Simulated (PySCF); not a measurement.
Ligands exchanged one at a time, Si F-OH. All species are isolated molecules in the gas phase. One relaxed conformer stands for each flexible species; it need not be the lowest. Strings in code marks are SMILES.

The HOMO from two functionals at the same geometries (B3LYP-D3(BJ)/def2-TZVP), both in PySCF: PBE-D3(BJ)/def2-TZVP and TPSSh-D3(BJ)/def2-TZVP. 

| species | PBE-D3(BJ)/def2-TZVP (eV) |
|---|---|
| 1 of 4 F replaced by OH (`O[Si](F)(F)F`) | -8.80 |
| 2 of 4 F replaced by OH | -8.29 |
| 3 of 4 F replaced by OH | -7.90 |
| 4 of 4 F replaced by OH (`O[Si](O)(O)O`) | -7.31 |

Problem. What does TPSSh-D3(BJ)/def2-TZVP give for each?

Solution. 
- 1 of 4 F replaced by OH (`O[Si](F)(F)F`): -9.65
- 2 of 4 F replaced by OH: -9.13
- 3 of 4 F replaced by OH: -8.73
- 4 of 4 F replaced by OH (`O[Si](O)(O)O`): -8.11
Over these rows, drawn at random from the members with no instability flagged (it was tested for open shells, ions and some series alone), PBE minus TPSSh-D3(BJ): mean +0.83 eV, from +0.80 eV to +0.85 eV.
